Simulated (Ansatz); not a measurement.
```yaml
crystal:
  periodic: [false, false, false]
  atoms:
    - {symbol: Si, position_ang: [-2.373819, -1.187133, 0.917840]}
    - {symbol: B, position_ang: [-0.390577, -0.913452, 0.922633]}
    - {symbol: P, position_ang: [0.469785, -1.062188, 2.526701]}
    - {symbol: Ga, position_ang: [0.615091, -0.595570, -0.832708]}
    - {symbol: In, position_ang: [2.013195, -2.213596, -2.316806]}
    - {symbol: Ge, position_ang: [0.279090, 1.771732, -1.441037]}
    - {symbol: P, position_ang: [-0.078248, 2.938395, 0.545629]}
    - {symbol: H, position_ang: [-2.784149, -2.273166, -0.017060]}
    - {symbol: H, position_ang: [-2.931195, -1.504244, 2.263431]}
    - {symbol: H, position_ang: [-3.001836, 0.077167, 0.438403]}
    - {symbol: H, position_ang: [1.616098, -0.241582, 2.576969]}
    - {symbol: H, position_ang: [-0.319720, -0.499553, 3.550803]}
    - {symbol: H, position_ang: [3.718417, -2.402245, -2.070090]}
    - {symbol: H, position_ang: [1.302670, -3.132569, -3.600791]}
    - {symbol: H, position_ang: [1.401271, 2.408146, -2.290544]}
    - {symbol: H, position_ang: [-1.029257, 1.906993, -2.252530]}
    - {symbol: H, position_ang: [0.260537, 4.222518, 0.039235]}
    - {symbol: H, position_ang: [1.232626, 2.700349, 1.039903]}
basis:
  gaussian: {orbitals: LANL2DZ}
total_charge: 1
magnetization: {spin_polarized: true, initial_magnetization: 1}
hamiltonian: {xc: {name: SVWN5}, pseudopotentials: {relativity: none}}
output: {forces: true}
```

```sh
$ ansatz run in.yaml --threads 4 --pin off --events-out ev --progress --plain --max-ram 66560MiB --backend cpu
```

Output, abridged:

```
Error: <dir> can't be read: No such file or directory (os error 2)
```
